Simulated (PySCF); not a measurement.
## Rh (rhodium, neutral) across methods

[Kr] 4d7 5s1 6s1, high-spin 6F determinant (an excited configuration). Calculation: PySCF 2.14, in aug-cc-pwCVDZ-PP with ECP28MDF; scalar relativity through the core potential.

```
 method  E (hartree)  mean ε 4d β (eV)  mean ε 5s α (eV)  mean ε 6s α (eV)  Σ⟨r²⟩ (bohr²)   ⟨S²⟩
  B3LYP    -109.9090           -13.356            -9.837            -1.727          111.8  8.751
 r2SCAN    -109.9070           -11.896            -9.436            -1.571          110.9  8.751
    UHF   -109.19469           -17.963           -11.560            -2.331          115.3  8.754
   PBE0    -109.8680           -13.569            -9.963            -1.870          112.3  8.751
wB97M-V    -109.7851           -15.963           -11.661            -2.251          106.8  8.751
   BLYP    -109.8340           -11.811            -9.108            -1.412          111.5  8.751
    LDA    -109.6355           -11.786            -9.527            -1.603          109.4  8.750
    PBE    -109.8807           -11.801            -9.249            -1.625          111.5  8.751
   PW91    -109.9342           -11.882            -9.327            -1.628          111.3  8.751
```

Energies and moments cover only the electrons outside the core potential. The outer electron is Rydberg-like, and this basis confines it to a smaller radius and binds it less than a complete one would.
